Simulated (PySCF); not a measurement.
Si(Me)(OH)2(SH), SMILES C[Si](O)(O)S, singlet, CAM-B3LYP/def2-SVP optimised geometry.

```
11

C      1.09    -0.48     0.00
Si    -0.76    -0.48     0.00
O     -1.21    -1.23    -1.40
O     -1.44     1.02     0.00
S     -1.55    -1.44     1.76
H      1.47     0.06    -0.88
H      1.50     0.00     0.90
H      1.49    -1.51    -0.04
H     -2.16    -1.30    -1.57
H     -1.50     1.51     0.83
H     -0.67    -2.46     1.75
```

Density from PySCF with CAM-B3LYP/def2-TZVP at that geometry.

Minimum of the electron density along straight lines between bonded atoms, close to the bond critical point (lines longer than 1.1 times the sum of covalent radii, or with two minima, are not listed):

```
bond    length / Å  ρ at the minimum / e bohr⁻³  ∇²ρ there / e bohr⁻⁵  position (fraction from the first atom)
------  ----------  ---------------------------  --------------------  ---------------------------------------
C1–Si2       1.853                        0.131                  0.16                                     0.61
Si2–O3       1.648                        0.140                  0.79                                     0.41
Si2–O4       1.656                        0.137                  0.76                                     0.41
Si2–S5       2.158                        0.099                  0.06                                     0.36
C1–H6        1.101                        0.267                 -0.88                                     0.64
C1–H7        1.100                        0.268                 -0.88                                     0.64
C1–H8        1.100                        0.267                 -0.88                                     0.64
O3–H9        0.963                        0.351                 -2.39                                     0.81
O4–H10       0.962                        0.352                 -2.39                                     0.81
S5–H11       1.349                        0.211                 -0.60                                     0.64
```
